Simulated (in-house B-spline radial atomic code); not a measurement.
Configurations of neutral samarium, with energies counted from [Xe] 4f6 6s2. Computed with a radial B-spline atomic code at the basis-set limit: scalar-relativistic (X2C) wB97X, spin-polarised, spherical fractional occupations, exact exchange averaged over the configuration, Fermi nucleus of rms radius 5.0819 fm. Shells without spins written out take the highest spin.

Occupations are held fixed; configurations that lie above the ionisation limit could autoionise.

```json
{"configuration": "[Xe] 4f5 6s2 7p1", "E - E(ref) (eV)": "8.3132", "highest orbital": "7p up", "its <r> (bohr)": "13.3"}
{"configuration": "[Kr] 4d10 4f7 5s2 5p5 6s2", "E - E(ref) (eV)": "19.187", "highest orbital": "6s down", "its <r> (bohr)": "4.449"}
{"configuration": "[Kr] 4d9 4f6 5s2 5p6 5d1 6s2", "E - E(ref) (eV)": "126.29", "highest orbital": "6s down", "its <r> (bohr)": "4.22"}
```

Q: Order these further configurations by energy, lowest first.
A. [Kr] 4d9 4f7 5s2 5p6 6s2
B. [Kr] 4d9 4f6 5s2 5p6 6s2 6d1
C. [Xe] 4f6 6s1 6p1

A: C (2.186 eV), A (121.15 eV), B (131.24 eV).
